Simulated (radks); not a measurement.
Species: the barium ion Ba3+. Configuration: [Kr] 4d10 5s2 5p5. Method: scalar-relativistic Kohn-Sham, TASK exchange with Perdew-Wang LDA correlation, spin-polarised, spherical densities, finite nucleus; open shells are filled with parallel spins first (spin-orbit coupling, left out, can overturn this in heavy ions); meta-GGA in the generalised Kohn-Sham scheme; Fermi nuclear charge, rms radius 4.8378 fm; computed with a radial shooting solver on a logarithmic mesh with Libxc functionals.

Normalised radial functions P(r) = r R(r), r in bohr:

r         4d down  5p down
0.00379    0.0002   0.0063
0.005014   0.0004   0.0103
0.006688   0.0009   0.0167
0.00892    0.0019   0.0269
0.0119     0.0041   0.0426
0.01587    0.0089   0.0657
0.02116    0.0188   0.0974
0.02823    0.0386   0.1368
0.03765    0.0764   0.1777
0.05021    0.1438   0.2049
0.06697    0.2528   0.1927
0.08861    0.4013   0.1164
0.1182     0.5723  -0.0353
0.1576     0.6879  -0.2133
0.2102     0.6263  -0.3016
0.2804     0.2808  -0.1786
0.374     -0.3156   0.1406
0.4988    -0.9317   0.4267
0.6653    -1.2368   0.3754
0.8874    -1.0889  -0.0685
1.184     -0.6746  -0.5998
1.579     -0.2968  -0.8636
2.089     -0.0920  -0.7401
2.786     -0.0175  -0.4037
3.715     -0.0017  -0.1332
4.955     -0.0001  -0.0248
6.609     0.0000  -0.0022

4d down: eigenvalue -117.83 eV, 1 radial node at r = 0.324 bohr, <r> = 0.799 bohr, 90 % of the charge inside 1.20 bohr. 5p down: eigenvalue -42.419 eV, 3 radial nodes at r = 0.112, 0.333, 0.856 bohr, <r> = 1.82 bohr, 90 % of the charge inside 2.63 bohr.

Empty levels of this run are not shown, since the potential may be unsettled where no density lies.
